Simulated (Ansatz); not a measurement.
Reaction (formal exchange of groups at the Si–N bond): `CN[SiH](N)O` + `C=CCBr` → `N[SiH](O)CBr` + `C=CNC`

Gas-phase electronic energies from Ansatz, PBE0-D4/def2-TZVP geometries. CBS: MP2 limit from def2 TZ/QZ plus the TZ coupled-cluster correction, frozen cores. Functionals use def2-TZVPP. B3LYP here is the variant with VWN-RPA as its local correlation; programs differ in this. For Br outer-core shells are correlated without core-valence functions, which leaves a few kJ/mol of doubt a bond. Scalar relativity is left out up to krypton. One conformer a species, not always the lowest.

`CN[SiH](N)O`:

Cartesian coordinates in Å:
```
C -1.155 0.665 -1.383
N -0.232 0.949 -0.311
Si 0.322 -0.140 0.869
N 0.713 -1.609 0.099
O 1.530 0.728 1.586
H -2.170 1.034 -1.185
H -1.220 -0.415 -1.526
H -0.819 1.100 -2.330
H -0.073 1.929 -0.141
H -0.625 -0.561 1.945
H 0.620 -2.489 0.577
H 1.350 -1.659 -0.678
H 1.760 0.468 2.478
```

`C=CCBr`:

```xyz
9

C    -0.338    1.385    0.114
C    -0.436    0.085    0.355
C     0.312   -0.941   -0.401
Br    1.566   -1.893    0.769
H    -0.914    2.109    0.677
H     0.324    1.770   -0.655
H    -1.095   -0.279    1.139
H     0.913   -0.513   -1.200
H    -0.333   -1.723   -0.798
```

`N[SiH](O)CBr`:

Cartesian coordinates in Å:
```
N -1.608 -0.266 0.463
Si 0.087 -0.228 0.551
O 0.764 -1.696 0.237
C 0.684 1.057 -0.680
Br -0.029 0.688 -2.458
H -2.049 -0.274 -0.444
H -2.146 -0.783 1.138
H 0.503 0.208 1.913
H 1.679 -1.834 0.483
H 1.769 1.069 -0.787
H 0.346 2.059 -0.417
```

`C=CNC`:

Cartesian coordinates in Å:
```
C -1.415 1.235 0.675
C -0.430 0.336 0.626
N -0.124 -0.500 -0.422
C 1.237 -0.941 -0.598
H -2.060 1.428 -0.175
H -1.608 1.780 1.587
H 0.201 0.176 1.498
H -0.606 -0.279 -1.281
H 1.923 -0.146 -0.924
H 1.612 -1.341 0.347
H 1.271 -1.748 -1.332
```

```
             level  ΔE (kcal/mol)  difference from CCSD(T)/CBS
            PBE-D4           14.5                         -4.4
         r2SCAN-D4           16.1                         -2.8
           PBE0-D4           15.8                         -3.1
          B3LYP-D4           16.9                         -2.0
           ωB97M-V           17.3                         -1.6
              PBE0           15.9                         -3.0
             B3LYP           17.1                         -1.8
    MP2/def2-TZVPP           19.1                          0.2
SCS-MP2/def2-TZVPP           19.5                          0.6
   CCSD/def2-TZVPP           19.2                          0.3
CCSD(T)/def2-TZVPP           18.8                         -0.1
     HF/def2-QZVPP           20.2                          1.3
SCS-MP2/def2-QZVPP           19.7                          0.8
      HF/CBS(def2)           20.2                          1.3
     MP2/CBS(def2)           19.2                          0.3
    CCSD/CBS(def2)           19.3                          0.4
       CCSD(T)/CBS           18.9                            0
```

Largest T1 diagnostic among the species: 0.011.

From PBE to PBE0 (25 % exact exchange), in def2-TZVPP and without D4, ΔE moves by +1.3 kcal/mol. In def2-TZVPP, CCSD(T) changes the Hartree–Fock value by −1.2 kcal/mol (the triples alone add −0.4 kcal/mol) and MP2 by −0.9 kcal/mol.
